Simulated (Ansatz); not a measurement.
Ansatz (a quantum-chemistry and plane-wave program) job for N-methyl-N-silylpropan-2-amine (C4H13NSi), SMILES C(C)(N(C)[SiH3])C, CAM-B3LYP/def2-SVPD. Geometry optimised at B3LYP-D3(BJ)/def2-SVP. The values are those of a single conformer.

Ansatz 0.2 input:
```yaml
crystal:
  periodic: [false, false, false]
  atoms:
    - {symbol: C, position_ang: [-1.70748886, -1.28926265, 0.63212906]}
    - {symbol: C, position_ang: [-0.98997245, 0.01574583, 0.26695915]}
    - {symbol: C, position_ang: [-1.72290857, 0.76727017, -0.85349777]}
    - {symbol: N, position_ang: [0.43391402, -0.20267513, -0.02449867]}
    - {symbol: C, position_ang: [0.75634570, -1.02656269, -1.17688922]}
    - {symbol: Si, position_ang: [1.63008389, 0.87065535, 0.63945238]}
    - {symbol: H, position_ang: [-2.72926523, -1.08092425, 0.98619185]}
    - {symbol: H, position_ang: [-1.16195553, -1.81823966, 1.42810591]}
    - {symbol: H, position_ang: [-1.79368536, -1.96495167, -0.23374314]}
    - {symbol: H, position_ang: [-1.01875781, 0.65751149, 1.16495364]}
    - {symbol: H, position_ang: [-1.77438185, 0.16466869, -1.77465644]}
    - {symbol: H, position_ang: [-2.75683047, 1.00357267, -0.55590002]}
    - {symbol: H, position_ang: [-1.20964907, 1.71164309, -1.09350186]}
    - {symbol: H, position_ang: [1.84119965, -1.21174214, -1.21254031]}
    - {symbol: H, position_ang: [0.47080551, -0.57077912, -2.14591408]}
    - {symbol: H, position_ang: [0.26559427, -2.01333865, -1.11965222]}
    - {symbol: H, position_ang: [1.81297274, 2.17141899, -0.09089120]}
    - {symbol: H, position_ang: [2.94770117, 0.17057827, 0.61725472]}
    - {symbol: H, position_ang: [1.23182468, 1.20698907, 2.03724297]}
basis:
  gaussian:
    orbitals: def2-SVPD
hamiltonian:
  xc: {name: CAM-B3LYP}
```

Output:

```
WARN ansatz: RAYON_NUM_THREADS=2 ignored (pool sized by the plan → 2); use --threads N
Functional definition: CAM-B3LYP
integrals: 0.25 GiB planned
1920 factors; their error is unknown
integrals: 0.27 GiB planned
828 factors; integrals over basis functions are off by at most 2.9e-6 eV
mean field: 2.37 GiB planned
mean field evaluation 1: about -13711.5707 eV, gradient 5.4e1 eV
mean field evaluation 2: about -13710.6710 eV, gradient 5.8e1 eV
mean field evaluation 4: about -13718.4590 eV, gradient 2.6e0 eV
mean field evaluation 8: about -13718.4755 eV, gradient 3.3e-2 eV
mean field evaluation 16: about -13718.4616 eV, gradient 4.6e-5 eV
mean field -13718.46155176 eV, -504.1441633198 hartree, gradient 4.6e-5 eV, S^2 0.000000; 0 other end points of the search recorded, 0 dependent functions left out
reference -13718.46171367 eV, -504.1441692700 hartree; 29, 29 occupied and 199, 199 virtual orbitals, 1920 factors
Total energy: -13718.46171367 eV, -504.1441692700 hartree
```

The run converged.

Cost: about 12 core-seconds (a rough figure).
